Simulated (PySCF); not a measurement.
[Fe(OH)4]2-: what the settings change

[Fe(OH)4]2-: Fe(II) (d6), charge -2. The structure is a PBE0-D3(BJ)/def2-TZVP, IEF-PCM water geometry optimised for multiplicity 5; coordination tetrahedral, point group S4, metal–donor distances 2.02 Å.

```
9

Fe    0.0000    0.0000    0.0000
O     1.1515    1.1515    1.1871
H     0.6665    1.9444    1.4270
O    -1.1515   -1.1515    1.1871
H    -0.6665   -1.9444    1.4270
O    -1.1515    1.1515   -1.1871
H    -1.9444    0.6665   -1.4270
O     1.1515   -1.1515   -1.1871
H     1.9444   -0.6665   -1.4270
```

Method (PySCF 2.14, density fitting): CASSCF(6,5) with orbitals averaged over all microstates of the shell, strongly contracted NEVPT2 on the averaged canonical orbitals; basis x2c-TZVPall on the metal, x2c-SVPall elsewhere; spin-free X2C; IEF-PCM water; spin-orbit coupling by state interaction with the mean-field operator over all roots.

Base run: NEVPT2 ground state 5B (from 5E), next 5A (from 5E) at 2474, then 5E (from 5T2) at 5469 cm⁻¹, 10Dq(CASSCF) 3802, B(CASSCF) 1109, ζ 396 cm⁻¹, D -7.10 cm⁻¹, g 2.035 2.035 2.129, μeff(300 K) 5.11 μB.

(1) What happens with the basis x2c-TZVPall on all atoms?

(2) What happens with orbitals averaged over the highest spin alone?

NEVPT2 lifts 5B (from 5T2) from 4616 to 5782 cm⁻¹; on the d shell alone such lifts tend to overshoot.

Results:

(1) NEVPT2 ground state 5B (from 5E), next 5A (from 5E) at 2336, then 5E (from 5T2) at 5309 cm⁻¹, 10Dq(CASSCF) 3734, B(CASSCF) 1110, ζ 397 cm⁻¹, D -7.34 cm⁻¹, g 2.036 2.036 2.135, μeff(300 K) 5.11 μB. It took 17 s against 10 s on a shared host of the same kind.

(2) NEVPT2 ground state 5B (from 5E), next 5A (from 5E) at 2331, then 5E (from 5T2) at 5254 cm⁻¹, 10Dq(CASSCF) 3757, B(CASSCF) 1134, ζ 404 cm⁻¹, D -7.53 cm⁻¹, g 2.038 2.038 2.139, μeff(300 K) 5.12 μB.
